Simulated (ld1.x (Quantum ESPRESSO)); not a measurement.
How hard is this cobalt PAW potential?

ld1.x (Quantum ESPRESSO) 7.5 input, shortened:

```
&input
   title='Co', zed=27., rel=1, dft='PBE', iswitch=3,
   config='[Ar] 3d7.5 4s1.5 4p0 4f-2'
 /
 &inputp
   pseudotype=3, lpaw=.true., tm=.true., lloc=-2, rcloc=1.95,
   nlcc=.true., new_core_ps=.true., rcore=0.70,
   which_augfun='BESSEL', rmatch_augfun=0.90
 /
7
4S  1  0   1.50   0.00  2.25  2.65  0.0
4S  1  0   0.00   0.20  2.25  2.65  0.0
3P  2  1   6.00   0.00  1.50  1.70  0.0
4P  3  1   0.00   0.00  1.50  1.70  0.0
3D  3  2   7.50   0.00  1.00  1.25  0.0
3D  3  2   0.00   0.45  1.00  1.25  0.0
4F  4  3  -2.00   0.05  1.80  2.35  0.0
 &test
   configts(1)='3p6 3d7.5 4s1.5 4p0'
 /
```

The pseudo-atom Hamiltonian at the reference potential is diagonalised in spherical Bessel functions j_l(qr) that vanish at 20 bohr, with q² up to the cutoff. All-electron valence levels (Ry): 4s -0.3594, 3p -4.6389, 4p -0.0754, 3d -0.4442.

**Question.** How do the lowest levels (Ry) of each channel move with the cutoff, and are there ghosts?

**Answer.**

```
cutoff (Ry)     s #1    s #2     p #1     p #2    p #3     d #1    d #2    f #1    f #2  Σ f·Δε (mRy)
          8  -0.3594  0.0053  -4.1222  -0.0283  0.0674   0.0591  0.1420  0.1110  0.2361        6876.1
         15  -0.3594  0.0053  -4.5816  -0.0394  0.0622   0.0586  0.1391  0.1110  0.2361        4115.2
         25  -0.3594  0.0053  -4.6361  -0.0461  0.0596   0.0528  0.1083  0.1110  0.2361        3744.7
         40  -0.3594  0.0053  -4.6385  -0.0685  0.0524  -0.3305  0.0616  0.1110  0.2361         856.2
         55  -0.3594  0.0053  -4.6388  -0.0747  0.0507  -0.4351  0.0612  0.1110  0.2361          69.1
         80  -0.3594  0.0053  -4.6389  -0.0753  0.0506  -0.4433  0.0612  0.1110  0.2361           7.4
        110  -0.3594  0.0053  -4.6389  -0.0753  0.0506  -0.4441  0.0612  0.1110  0.2361           1.3
        160  -0.3594  0.0053  -4.6389  -0.0754  0.0506  -0.4442  0.0612  0.1110  0.2361           0.3
        400  -0.3594  0.0053  -4.6389  -0.0754  0.0506  -0.4443  0.0612  0.1110  0.2361           0.0
```

Result: no extra level below or beside the all-electron valence levels (s, p, d, f tested); 10 mRy is reached at 70 Ry and 1 mRy at 120 Ry.

Test run stopped at test 5 of 7 (negative rho).
